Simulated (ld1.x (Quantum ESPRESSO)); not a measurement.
# What one change does to a pseudopotential (thallium, RRKJ)

```json
{"Element": "thallium (Tl)", "Generator": "ld1.x (Quantum ESPRESSO) 7.5", "Type": "norm-conserving RRKJ (Kleinman–Bylander form)", "Functional": "PBE", "Relativity": "scalar-relativistic", "Frozen core": "[Xe] 4f14 5d10", "Valence charge": "3", "Reference configuration": "6s1.75 6p1.25", "Partial waves": "6p (bound): rc 2.95 bohr; 6s (bound): rc 1.65 bohr", "Local potential": "the s channel", "Core correction": "none"}
```

All-electron outer shells of the reference configuration (PBE, scalar-relativistic, ld1.x):

```json
{"shell": "5p", "level (eV)": "-76.61", "outermost node (bohr)": "0.50", "outermost maximum (bohr)": "0.91"}
{"shell": "5d", "level (eV)": "-15.97", "outermost node (bohr)": "0.53", "outermost maximum (bohr)": "1.11"}
{"shell": "6s", "level (eV)": "-9.88", "outermost node (bohr)": "1.04", "outermost maximum (bohr)": "2.08"}
{"shell": "6p", "level (eV)": "-2.58", "outermost node (bohr)": "1.23", "outermost maximum (bohr)": "2.87"}
```

Change: core correction a·sin(br)/r model core inside 1.82 bohr.

Cutoffs: the cutoffs (Ry, on a coarse ladder) from which the occupation-weighted sum of valence levels, in a spherical-Bessel basis at the reference potential, stays within 10 and 1 mRy of its value at 400 Ry; they do not see the model core or the augmentation charge, which bear on the density cutoff. Errors are all-electron minus pseudo energies relative to the spin-unpolarised reference configuration.

How do hardness, ghosts and transferability respond?

The potential gets neither clearly harder nor softer (30 Ry and 80 Ry → 30 Ry and 80 Ry); of the 7 tests that both files solve, the error grows in 5 and shrinks in 2 by more than 15 % and 0.3 meV (median size 20.2 → 18.7 meV); neither file shows a bound ghost. A model core, the more so a compact one, raises the density cutoff, which this test does not measure.

| quantity | base | changed |
| --- | --- | --- |
| cutoff, loose | 30 Ry | 30 Ry |
| cutoff, tight | 80 Ry | 80 Ry |
| bound ghosts | none | none |
| error for 6s2 6p1, meV [ΔE -1.81 eV] | +2.0 | -3.1 |
| error for 6s2 6p0, meV [ΔE 3.36 eV] | +71 | -19 |
| error for 6s1 6p0, meV [ΔE 24.14 eV] | +142 | -314 |
| error for 6s1 6p1, meV [ΔE 11.64 eV] | -6.0 | -98 |
| error for 6s2 6p0.5, meV [ΔE 0.04 eV] | +20 | -3.4 |
| error for 6s2 6p1.3, meV [ΔE -2.30 eV] | -0.1 | -4.9 |
| error for 6s0 6p3, meV [ΔE 13.40 eV] | +148 | -193 |
| s: phases at 3.20 bohr within 0.05 rad from the reference energy up to (Ry; the scan ends near 5) | 1.0 | 1.0 |
| p: phases at 3.20 bohr within 0.05 rad from the reference energy up to (Ry; the scan ends near 5) | 2.7 | 2.7 |
